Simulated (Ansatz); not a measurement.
# Energy profile

The step: CH₅BO ([BH2][O][CH3]) + H₂ → CH₄O ([CH3][OH]) + BH₃ (still joined by a long B–O bond); bonds formed: B1–H7, O2–H6; bonds broken: H6–H7; bonds weakened to dative contacts: B1–O2 (atoms numbered as in the saddle structure below).

B1  (-0.739, 0.798, -0.536)
O2  (0.584, -0.026, -0.530)
C3  (0.618, -1.098, 0.394)
H4  (-0.960, 1.276, -1.607)
H5  (-1.620, 0.309, 0.111)
H6  (0.474, 1.092, 0.051)
H7  (-0.247, 1.794, 0.221)
H8  (1.618, -1.533, 0.374)
H9  (0.391, -0.760, 1.412)
H10  (-0.119, -1.854, 0.110)
(Å)

Electronic energies by CCSD(T) at an estimated basis limit (MP2 extrapolated from triple and quadruple zeta, plus CCSD(T) − MP2 in triple zeta), on PBE0-D4/def2-TZVP structures; CH7BO, singlet; no counterpoise correction. Ansatz 0.2.0; basis: def2-TZVPP and def2-QZVPP; cores frozen in the correlated methods. Extrapolation: Hartree–Fock as exp(−7.88 √X), correlation as X^−2.97.

**Question.** Give the profile in eV, counted from the separated reactants. (Judge from chemistry; the value comes from the calculation.)

**Answer.** The calculation gives:
| point | eV |
| --- | --- |
| separated: CH5BO (linked as [BH2][O][CH3]; B1, O2, C3, H4, H5, H8, H9, H10; singlet) + H2 (H6, H7; singlet) | 0.000 |
| start structure | -0.031 |
| saddle | 1.703 |
| end structure | 0.562 |
| separated: BH3 (B1, H4, H5, H7; singlet) + CH4O (linked as [CH3][OH]; O2, C3, H6, H8, H9, H10; singlet) | 1.423 |

The T1 diagnostic stays at or below 0.015.

For scale, one of the runs: CCSD(T)/def2-TZVPP, 191 basis functions, launched by `ansatz run in.yaml --threads 2 --pin off --events-out ev --progress --plain --max-ram 4352MiB`. Time: 19 s of wall clock on 2 CPU threads of an AMD EPYC 9R45; the host was shared. Peak host memory: 2.2 GiB.
